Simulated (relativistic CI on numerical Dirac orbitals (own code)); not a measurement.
**What each ingredient does to the levels of Se XX**

Base calculation: Dirac-Coulomb-Breit CI, separate exchange-only KLI orbitals for each configuration, model QED, unscaled Slater integrals.

Configuration list (outside the closed core [Ne]): 3s²3p³, 3s3p⁴, 3s²3p²3d, 3p⁵, 3s3p³3d, 3p⁴3d, 3s3p²3d², 3s²3p3d4p, 3s²3p²4s, 3p⁴4s, 3p⁴4p, 3s3p²3d4s, 3s²3p²4p, 3s²3p²4d, 3s3p³4s, 3s²3p²4f, 3p³3d4p, 3s3p³4p, 3s3p³4d, 3s3p³4f, 3s²3p²5s, 3s²3p²5p, 3s²3p4s4p, 3s²3p²5d, 3s²3p²5f, 3s²3p²5g, 3s3p²4s², 3s3p³5s, 3s²3p3d², 3s²3d³, 3s3p3d³, 3s²3d²4s, 3s²3d²4p, 3s²3d²4d, 3p³3d², 3p²3d³, 3p²3d²4s, 3p²3d²4p, 3p²3d²4d, 3s²3p3d4s, 3s3p3d²4s, 3s²3d4s², 3s²3d4s4p, 3s²3d4s4d, 3s3p²3d4p, 3s3p3d²4p, 3s3p3d4s4p, 3s3p3d4p², 3s3p3d4p4d, 3p³3d4s, 3p²3d4s², 3p²3d4s4p, 3p²3d4s4d, 3s²3p4s², 3s3p3d4s², 3s²4s²4p, 3s²4s²4d, 3s²3p4p², 3s²3d4p², 3s²4s4p², 3s²4p³, 3s²4p²4d, 3s3p²4s4p, 3s3p4s²4p, 3s3p4s4p², 3s3p4s4p4d. Double excitations out of closed p, d and f shells are left out; levels of such configurations are missing from the list, as are those of other unlisted configurations, and high levels can miss mixing partners. These lack a partner that the ground configuration has and come out too high: 3s²3p²4f, 3s3p³4d, 3s3p³4f, 3s²3p²5s, 3s²3p²5p.

Variants: (1) Breit term removed. Shifts of the energy above 3s²3p³ ⁴S°3/2, in cm⁻¹, for the lowest level and the first level of each name with at least 55 % of one term (blank where a level changes its place among those of its configuration and J or its character, or is not in the variant):

| Level | Base | Δ(1) |
| --- | --- | --- |
| 3s²3p³ ⁴S°3/2 | 0 | 0 |
| 3s²3p³ ²D°3/2 | 66544 | +388 |
| 3s²3p³ ²D°5/2 | 89835 | +1120 |
| 3s²3p³ ²P°1/2 | 133600 | +776 |
| 3s²3p³ ²P°3/2 | 177393 | +2104 |
| 3s3p⁴ ⁴P5/2 | 457474 | -55 |
| 3s3p⁴ ⁴P3/2 | 496819 | +509 |
| 3s3p⁴ ⁴P1/2 | 508070 | +528 |
| 3s3p⁴ ²D3/2 | 571661 | +597 |
| 3s3p⁴ ²D5/2 | 588057 | +1362 |
| 3s²3p²3d ⁴F3/2 | 665838 | +1220 |
| 3s²3p²3d ⁴F5/2 | 681037 | +1854 |
| 3s²3p²3d ²F5/2 | 705266 | +2221 |
| 3s²3p²3d ⁴F7/2 | 708611 | +2894 |
| 3s²3p²3d ⁴D3/2 | 726346 | +2337 |
| 3s²3p²3d ⁴F9/2 | 733348 | +3799 |
| 3s²3p²3d ⁴D5/2 | 744334 | +3143 |
| 3s²3p²3d ²G7/2 | 810802 | +3483 |
| 3s²3p²3d ⁴P5/2 | 819508 | +2543 |
| 3s²3p²3d ²G9/2 | 828475 | +4197 |
| 3s²3p²3d ⁴P3/2 | 831509 | +2344 |
| 3s²3p²3d ⁴P1/2 | 837053 | +2105 |

At this charge energies of transitions that change n are usually good to better than 1 %, and those within a shell (Δn = 0) to a few per cent.

Ionisation energy from the two ground configurations alone: base 789.345 eV; Breit term removed 789.595 eV. The NIST ASD value (semi-empirical) is 798 eV.

LS names give the leading component of a level, which can be under half, so a name can repeat, a term be missing and a line seem to break the LS rules.
